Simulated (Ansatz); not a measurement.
A structure relaxed at PBE0-D4/def2-TZVP, charge 0, multiplicity 1:

Cartesian coordinates in Å:
```
C -2.184 0.035 1.480
B -0.885 -0.806 1.537
Si 0.648 -0.611 0.242
S 0.228 0.964 -1.134
C 1.735 0.931 -2.144
H -2.857 -0.593 0.867
H -2.112 0.992 0.962
H -2.692 0.155 2.440
H -0.789 -1.679 2.358
H 1.919 -0.319 0.973
H 0.891 -1.884 -0.504
H 1.847 -0.031 -2.645
H 2.616 1.135 -1.536
H 1.635 1.712 -2.897
```

Problem. Give its formula and SMILES.

Solution. C2H9BSSi, `CB[SiH2]SC`.

Problem. Point group (tolerance 0.08 Å, 0.16 Å for H)?

Solution. C1.

Problem. Summarise the bond lengths by kind.

Solution. 1 × B–C 1.548 Å; 6 × C–H 1.090 to 1.106 Å; 1 × B–Si 2.016 Å; 1 × B–H 1.201 Å; 1 × S–Si 2.134 Å; 2 × H–Si 1.495 Å; 1 × C–S 1.815 Å.

Results of the Gaussian-basis code of Ansatz.
